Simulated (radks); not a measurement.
Q: These are the eigenvalues of the occupied orbitals of an atom or ion with whole-number occupations (eV). All-electron calculation, Dirac Kohn-Sham, PBEsol, spin-unpolarised, spherical densities, point nucleus. Program: a radial shooting solver on a logarithmic mesh with Libxc functionals.

orbital  eigenvalue
1s1/2     -1355.860
2s1/2     -160.3596
2p1/2     -128.8638
2p3/2     -128.5056

Which element is it, and in what charge state? The configuration may be excited. Open shells, if any, are shared by 2j + 1.

A: Z = 12, magnesium, charge +4: Mg4+ in [He] 2s2 2p4. The list shows which subshells hold electrons but not how many an open one holds; the 1s level, -49.827 hartree, gives Z - s = 10.0 by -(Z - s)^2/2, which with screening and relativity narrows Z to a few neighbours, and the depths of the outer levels then fix element, charge and occupations together.
